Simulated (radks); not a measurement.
Results of a calculation; reference values are marked as such.
Spherical quantum dot in the effective-mass picture: electrons in a parabolic well V = omega^2 r^2 / 2 with omega = 1.04, with a point charge +1 (a donor) at the centre, all in effective atomic units (hartree* = m*/eps^2 hartree, bohr* = eps/m* bohr), one dielectric constant everywhere. Level of theory: non-relativistic Kohn-Sham, LDA (Slater exchange, Perdew-Wang correlation), spin-polarised, spherical densities (a radial shooting solver with Libxc functionals). Levels are named by radial order and angular momentum (1s, 1p, 1d, 2s, ...), and open shells are averaged over m.

N = 19, configuration 1s2 1p6 1d(up 5, down 4) 2s2. This is the lowest configuration that the search found. Occupied and some empty levels:

level,occupation,eigenvalue (hartree*),<r> (bohr*)
1s up,1,9.6486,1.359
1s down,1,9.6583,1.352
1p up,3,10.306,1.964
1p down,3,10.321,1.963
2s up,1,10.781,1.926
2s down,1,10.791,1.931
1d up,5,10.897,2.273
1d down,4,10.912,2.275
1f up,0,11.532,2.505
1f down,0,11.546,2.508
2p up,0,11.665,2.203
2p down,0,11.675,2.204
1g up,0,12.214,2.700
1g down,0,12.227,2.703

Energy (hartree*): total 124.790, kinetic 18.373, external 36.383, Hartree 78.811, exchange-correlation -8.7777.
